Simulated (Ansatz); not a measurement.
Stepwise reaction of `BN[SiH3]` with hydrogen fluoride, as a gas-phase model of exchange steps in deposition or etching. ΔE in kJ/mol; ΔG adds harmonic PBE0-D4 terms to CCSD(T)/CBS, at 1 bar.

Calculated with Ansatz (gas phase, PBE0-D4/def2-TZVP geometries, no zero-point term in ΔE). CCSD(T)/CBS adds triple-zeta CCSD(T) − MP2 to the extrapolated MP2 energy (def2 sets, frozen cores). This one scheme is used for every species. Functionals use def2-TZVPP. B3LYP here is the variant with VWN-RPA as its local correlation; programs differ in this. Each species was taken in one conformer, which may not be the lowest.

```csv
step,reaction,PBE-D4,B3LYP-D4,ωB97M-V,CCSD(T)/CBS,ΔG(600 K)
2,`FBN[SiH3]` + H–F → `FB(F)N[SiH3]` + H₂,-117.3,-122.4,-122.6,-115.3,-116.0
```

**Question.** Give the row of step 1, `BN[SiH3]` + H–F → `FBN[SiH3]` + H₂. (Best estimate.)

**Answer.** Computed: 
| step | reaction | PBE-D4 | B3LYP-D4 | ωB97M-V | CCSD(T)/CBS | ΔG(600 K) |
| --- | --- | --- | --- | --- | --- | --- |
| 1 | `BN[SiH3]` + H–F → `FBN[SiH3]` + H₂ | -119.4 | -123.5 | -122.8 | -115.4 | -116.4 |

**Question.** By hand: ΔE of the 2 steps together at CCSD(T)/CBS.

**Answer.** (-115.4) + (-115.3) = -230.7 kJ/mol, or -115.3 kJ/mol a step.

In ΔE the steps differ by no more than 0.1 kJ/mol. All are downhill at CCSD(T)/CBS. ΔG lies between -116.4 and -116.0 kJ/mol a step. PBE-D4 differs from CCSD(T)/CBS by -4.0 to -2.0 kJ/mol a step. Isolated molecules leave out the surface, adducts and barriers. Largest T1 diagnostic: 0.012.
